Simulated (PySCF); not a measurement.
Si(H)(Cl)2(vinyl) (C2H4Cl2Si), SMILES C=C[SiH](Cl)Cl.

Coordinates come from a B3LYP-D3(BJ)/def2-SVP optimisation. One conformer was computed; it need not be the lowest.

Two levels are set side by side: TDA-PBE/def2-SVPD (PySCF) and TDA-B3LYP/def2-SVPD (PySCF). Vertical, same geometry. The lowest singlet is HOMO−1→LUMO 97 % with PBE and HOMO−1→LUMO 96 % with the other functional; states are paired by order. Differences are taken from unrounded values.

| quantity | TDA-B3LYP | TDA-PBE | TDA-PBE minus TDA-B3LYP |
|---|---|---|---|
| lowest singlet excitation (eV) | 6.24 | 5.54 | -0.71 |
| lowest triplet excitation (TDA) (eV) | 4.23 | 4.27 | 0.03 |
| first bright state (f over 0.05) (eV) | 6.67 | 7.10 | 0.43 |
| its oscillator strength | 0.07 | 0.24 | 0.17 |

Functionals without exact exchange tend to place singlet excitations lower, as here. Differences between two approximate levels are no errors against the true value.

Rough cost on one machine, each run with all the roots and properties that it gave: TDA-B3LYP against TDA-PBE about 2 times.
